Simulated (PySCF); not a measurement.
thiolane (C₄H₈S), SMILES C1SCCC1. Geometry optimised at B3LYP-D3(BJ)/def2-SVP. The values are those of a single conformer.

**Question.** Give the equilibrium geometry at B3LYP-D3(BJ)/def2-SVP (PySCF confirms it by a frequency run) as bond lengths and angles, and its point group. (An estimate is asked for; the answer gives what the named calculation found.)

**Answer.** This is not unique; one that fits is point group C2.
Atoms: C1 C2 C3 S4 C5 H6 H7 H8 H9 H10 H11 H12 H13. Bonded distances (Å): C1–C2 1.531, C1–C5 1.530, C1–H6 1.102, C1–H7 1.103, C2–C3 1.530, C2–H8 1.102, C2–H9 1.103, C3–S4 1.850, C3–H10 1.101, C3–H11 1.099, S4–C5 1.850, C5–H12 1.101, C5–H13 1.099. Bond angles (°): C2–C1–C5 106.5, C2–C1–H6 112.3, C2–C1–H7 109.6, C5–C1–H6 111.3, C5–C1–H7 109.7, H6–C1–H7 107.5, C1–C2–C3 106.5, C1–C2–H8 112.3, C1–C2–H9 109.6, C3–C2–H8 111.3, C3–C2–H9 109.7, H8–C2–H9 107.5, C2–C3–S4 106.3, C2–C3–H10 111.2, C2–C3–H11 112.8, S4–C3–H10 109.1, S4–C3–H11 109.1, H10–C3–H11 108.3, C3–S4–C5 93.5, C1–C5–S4 106.3, C1–C5–H12 111.2, C1–C5–H13 112.8, S4–C5–H12 109.1, S4–C5–H13 109.1, H12–C5–H13 108.3.
